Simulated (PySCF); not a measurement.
CH₂O, SMILES [H]/[C-]=[O+]/[H].

Geometry optimised at ωB97X-D3(BJ)/def2-TZVPD.

All values below come from PySCF 2.14.0 with ωB97X-D3(BJ)/def2-TZVPD.

No scaling factor is applied to the harmonic values.

Computed harmonic wavenumbers and intensities:
```json
[
 {"mode": "1", "ν (cm⁻¹)": "1089", "IR (km/mol)": "115.1", "Raman (Å⁴/amu)": "0.1", "depolarisation": "0.75", "moving atoms (share of kinetic energy)": "H 93 %"},
 {"mode": "2", "ν (cm⁻¹)": "1222", "IR (km/mol)": "137.6", "Raman (Å⁴/amu)": "0.4", "depolarisation": "0.74", "moving atoms (share of kinetic energy)": "H 91 %, O 9 %"},
 {"mode": "3", "ν (cm⁻¹)": "1358", "IR (km/mol)": "93.8", "Raman (Å⁴/amu)": "6.6", "depolarisation": "0.49", "moving atoms (share of kinetic energy)": "C 59 %, O 38 %"},
 {"mode": "4", "ν (cm⁻¹)": "1507", "IR (km/mol)": "24.1", "Raman (Å⁴/amu)": "9.1", "depolarisation": "0.11", "moving atoms (share of kinetic energy)": "H 82 %, C 10 %"},
 {"mode": "5", "ν (cm⁻¹)": "2903", "IR (km/mol)": "118.6", "Raman (Å⁴/amu)": "160.7", "depolarisation": "0.37", "moving atoms (share of kinetic energy)": "H 92 %"},
 {"mode": "6", "ν (cm⁻¹)": "3765", "IR (km/mol)": "89.2", "Raman (Å⁴/amu)": "65.5", "depolarisation": "0.22", "moving atoms (share of kinetic energy)": "H 94 %"}
]
```
